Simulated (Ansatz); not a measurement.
A run on C3H12FHfN3, SMILES `C[NH][Hf]([F])([NH]C)[NH]C` with other settings.

```yaml
crystal:
  periodic: [false, false, false]
  atoms:
    - {symbol: C, position_ang: [1.944108, -0.381655, -2.294710]}
    - {symbol: N, position_ang: [1.829093, -0.271832, -0.841071]}
    - {symbol: Hf, position_ang: [-0.202494, -0.214893, -0.093689]}
    - {symbol: F, position_ang: [-1.481458, -1.585583, -1.106865]}
    - {symbol: N, position_ang: [-0.862723, 1.756271, -0.546904]}
    - {symbol: C, position_ang: [-2.242194, 2.150203, -0.301933]}
    - {symbol: N, position_ang: [-0.079109, -0.600349, 1.774912]}
    - {symbol: C, position_ang: [0.009821, -1.817429, 2.540144]}
    - {symbol: H, position_ang: [2.722861, 0.380730, -2.594973]}
    - {symbol: H, position_ang: [1.143087, -0.370372, -2.776013]}
    - {symbol: H, position_ang: [2.565077, -1.278684, -2.390765]}
    - {symbol: H, position_ang: [2.383812, -0.257602, -0.328234]}
    - {symbol: H, position_ang: [-0.352844, 2.460545, -0.644890]}
    - {symbol: H, position_ang: [-2.684830, 2.567791, -1.454101]}
    - {symbol: H, position_ang: [-2.822782, 1.304191, 0.009680]}
    - {symbol: H, position_ang: [-2.446094, 2.899556, 0.328849]}
    - {symbol: H, position_ang: [-0.209273, 0.279546, 2.658968]}
    - {symbol: H, position_ang: [-0.875392, -2.072169, 3.196094]}
    - {symbol: H, position_ang: [0.916523, -1.730941, 3.214077]}
    - {symbol: H, position_ang: [0.124221, -2.687357, 1.722442]}
basis:
  gaussian: {orbitals: def2-mTZVP}
hamiltonian: {xc: {name: rPW86-PBE}, dispersion: rvv10}
scf: {lower_state_search: off}
```

```sh
$ ansatz run in.yaml --threads 4 --pin off --events-out ev --progress --plain --max-ram 46080MiB --backend cpu
```

Shortened log:

```
Functional definition: rPW86-PBE+rVV10
1965 factors; their error is unknown
mean field evaluation 1: about -11772.6905 eV, gradient 1.5e2 eV
mean field evaluation 2: about -11484.3680 eV, gradient 3.5e2 eV
mean field evaluation 4: about -11812.3283 eV, gradient 5.5e1 eV
mean field evaluation 8: about -11819.6136 eV, gradient 9.6e-1 eV
mean field evaluation 16: about -11819.5255 eV, gradient 2.6e-2 eV
mean field -11819.52555021 eV, -434.3595524081 hartree, gradient 3.5e-6 eV, S^2 0.000000; 0 other end points of the search recorded, 0 dependent functions left out
reference -11819.52571369 eV, -434.3595584159 hartree; 36, 36 occupied and 169, 169 virtual orbitals, 1965 factors
Total energy: -11819.52571369 eV, -434.3595584159 hartree
Checks for a lower state left out: stability, starts, cluster_reference, orbital_swaps, neighbouring_geometries, increment
```

Hardware: 4 threads of an AMD EPYC 7R13 on a shared host. Wall time 5.5 s, peak host memory 0.43 GiB.
